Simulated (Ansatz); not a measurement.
# What each rung costs, and what it gives

Saddle point of BSiH₇O₂, closed shell (BSiH₅O₂ ([OH][B]([OH])[SiH3]) + H₂ → BH₃O₂ ([OH][BH][OH]) + SiH₄; bonds formed: B1–H6, Si2–H5; bonds broken: B1–Si2, H5–H6), PBE0-D4/def2-TZVP structure:

```
11
angstrom
B -0.5780 0.4763 0.1310
Si 1.2580 -0.7024 -0.0995
O -0.7578 0.9995 -1.1642
O -1.5317 -0.2953 0.8279
H 0.4609 0.8456 0.7890
H -0.3243 1.4692 1.0094
H 2.3357 -0.0978 -0.9240
H 1.8410 -1.2571 1.1526
H 0.6027 -1.8075 -0.8526
H -1.5831 1.4848 -1.2369
H -1.7234 -1.1150 0.3674
```

Barriers are electronic and count from the start structure reached by relaxing down the imaginary mode.

Computed with Ansatz 0.2.0 (basis: as named in each row); correlated methods freeze the cores. B3LYP uses VWN-RPA correlation. Extrapolation: Hartree–Fock as exp(−7.88 √X), correlation as X^−2.97.

Times are rough, for one single point on 4 threads of a shared host (Arm Neoverse V2).

The estimate by CCSD(T) at an estimated basis limit (MP2 extrapolated from triple and quadruple zeta, plus CCSD(T) − MP2 in triple zeta) is 2.100 eV.

| method | basis | time (s) | barrier (eV) | method less estimate |
| --- | --- | --- | --- | --- |
| HF | STO-3G | under 1 | 4.253 | 2.152 |
| PBE-D4 | STO-3G | under 1 | 3.520 | 1.419 |
| SPW92 | def2-SVP | under 1 | 1.244 | -0.856 |
| B3LYP-D4 | 6-31G | under 1 | 2.323 | 0.223 |
| PBE-D4 | def2-SVP | under 1 | 1.609 | -0.492 |
| PBE0-D4 | def2-SVP | under 1 | 1.720 | -0.380 |
| SPW92 | def2-TZVPP | 1 | 1.348 | -0.752 |
| PBE-D4 | def2-TZVPP | 2 | 1.706 | -0.394 |
| BLYP-D4 | def2-TZVPP | 2 | 1.968 | -0.132 |
| B3LYP-D4 | def2-TZVPP | 2 | 2.028 | -0.073 |
| BHLYP-D4 | def2-TZVPP | 2 | 2.184 | 0.083 |
| PBE0-D4 | def2-TZVPP | 2 | 1.815 | -0.285 |
| CAM-B3LYP-D4 | def2-TZVPP | 2 | 2.065 | -0.035 |
| CCSD(T) | def2-SVP | 3 | 2.119 | 0.019 |
| wB97M-V | def2-SVP | 3 | 1.871 | -0.230 |
| r2SCAN-D4 | def2-TZVPP | 3 | 1.818 | -0.282 |
| r2SCAN0-D4 | def2-TZVPP | 3 | 1.895 | -0.205 |
| B2PLYP | def2-TZVPP | 4 | 2.095 | -0.006 |
| PBE-QIDH | def2-TZVPP | 4 | 1.960 | -0.140 |
| RPA on PBE | def2-TZVPP | 4 | 2.114 | 0.013 |
| wB97X-V | def2-TZVPP | 6 | 2.052 | -0.048 |
| wB97M-V | def2-TZVPP | 6 | 2.007 | -0.093 |
| B97M-V | def2-TZVPP | 7 | 1.863 | -0.237 |
| MP2 | def2-QZVPP | 16 | 2.062 | -0.039 |
| CCSD(T) | def2-TZVPP | 78 | 2.099 | -0.001 |

All methods are single points on the PBE0-D4 structures.

No T1 diagnostic of these runs exceeds 0.014.

Labels in which every atom is bracketed show which atoms are joined, not bond orders.
